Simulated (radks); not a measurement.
All-electron atom: the krypton ion Kr3+ in [Ar] 3d10 4s2 4p3. Method: Dirac Kohn-Sham, LDA (Slater exchange, Perdew-Wang correlation), spin-unpolarised, spherical densities, point nucleus; open shells fill j = l - 1/2 first; computed with a radial shooting solver on a logarithmic mesh with Libxc functionals.

Radial electron density D(r) = 4 pi r^2 rho(r):

r (bohr),D(r) (e/bohr)
0.0035,4.547
0.003977,5.624
0.004557,7.013
0.005179,8.585
0.005934,10.57
0.006744,12.77
0.007665,15.30
0.008781,18.36
0.009981,21.57
0.01143,25.28
0.013,28.95
0.01477,32.67
0.01692,36.48
0.01923,39.70
0.02204,42.47
0.02504,44.22
0.02846,44.96
0.03261,44.58
0.03706,43.24
0.04246,41.13
0.04826,39.03
0.05529,37.42
0.06284,37.15
0.07142,38.52
0.08183,41.77
0.093,45.93
0.1066,50.32
0.1211,53.02
0.1376,53.15
0.1577,49.98
0.1792,44.45
0.2053,37.64
0.2334,32.43
0.2674,29.93
0.3039,30.78
0.3454,33.59
0.3957,36.41
0.4497,36.84
0.5152,33.85
0.5856,28.30
0.6656,21.55
0.7625,14.86
0.8667,10.17
0.9929,7.172
1.128,5.776
1.283,5.048
1.469,4.367
1.67,3.539
1.913,2.508
2.175,1.582
2.491,0.8242
2.832,0.3771
3.218,0.1440
3.687,0.04160
4.191,0.01027
4.801,0.001767
5.457,0.0002523

D(r) has 3 maxima, at r = 0.0292, 0.130, 0.429 bohr, and minima at 0.0604, 0.274 bohr, inside which lie 2.08, 11.04 electrons.
